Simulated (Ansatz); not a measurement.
Energy profile

The step: AlSiH₄O₂ ([OH][Al][O][SiH3]) + H₂O + H₂O → AlH₂O₂ ([OH][Al][OH]) + SiH₄O ([OH][SiH3]) + H₂O (still joined by a long Al–O bond); bonds formed: O2–H7, H5–O8; dative contacts that become bonds: Al1–O6; bonds broken: H5–O6, H7–O8; bonds weakened to dative contacts: Al1–O2 (atoms numbered as in the saddle structure below).

Al1  (-1.421, -0.121, 0.482)
O2  (0.231, -0.632, -0.200)
Si3  (0.590, -0.960, -1.787)
O4  (-2.081, 1.007, -0.644)
H5  (0.613, 0.689, 1.838)
O6  (-0.711, 0.806, 1.881)
H7  (1.089, -0.215, 0.587)
O8  (1.603, 0.352, 1.476)
H9  (-0.580, -1.620, -2.414)
H10  (0.933, 0.280, -2.524)
H11  (1.759, -1.878, -1.810)
H12  (-2.949, 0.869, -1.020)
H13  (-1.069, 1.684, 2.027)
H14  (1.992, -0.262, 2.107)
(Å)

Electronic energies by CCSD(T) at an estimated basis limit (MP2 extrapolated from triple and quadruple zeta, plus CCSD(T) − MP2 in triple zeta), on PBE0-D4/def2-TZVP structures; AlSiH8O4, doublet; no counterpoise correction; spin–orbit coupling, which lowers free halogen atoms and radicals such as OH and SH, is left out. Ansatz 0.2.0; basis: def2-TZVPP and def2-QZVPP; cores frozen in the correlated methods; orbitals are unrestricted. Extrapolation: Hartree–Fock as exp(−7.88 √X), correlation as X^−2.97.

Give the profile in kJ/mol, counted from the separated reactants. (Judge from chemistry; the value comes from the calculation.)

By the calculation:
```tsv
point	kJ/mol
separated: AlSiH4O2 (linked as [OH][Al][O][SiH3]; Al1, O2, Si3, O4, H9, H10, H11, H12; doublet) + H2O (H5, O6, H13; singlet) + H2O (H7, O8, H14; singlet)	0.0
start structure	-139.9
saddle	-96.8
end structure	-122.7
separated: AlH2O2 (linked as [OH][Al][OH]; Al1, O4, O6, H12, H13; doublet) + SiH4O (linked as [OH][SiH3]; O2, Si3, H7, H9, H10, H11; singlet) + H2O (H5, O8, H14; singlet)	27.8
```
The saddle lies below the separated reactants: the barrier is submerged.

The T1 diagnostic stays at or below 0.017. ⟨S²⟩ of the unrestricted Hartree–Fock references: 0.75 (a pure state has 0.75).

For scale, one of the runs: CCSD(T)/def2-TZVPP, 320 basis functions, launched by `ansatz run in.yaml --threads 4 --pin off --events-out ev --progress --plain --max-ram 46080MiB --backend cuda --devices 0, --max-vram 37GiB`. Hardware: 4 CPU threads of an AMD EPYC 7R13 and a share of one NVIDIA H100, shared host. Wall time 30 s; peak host memory 0.89 GiB.
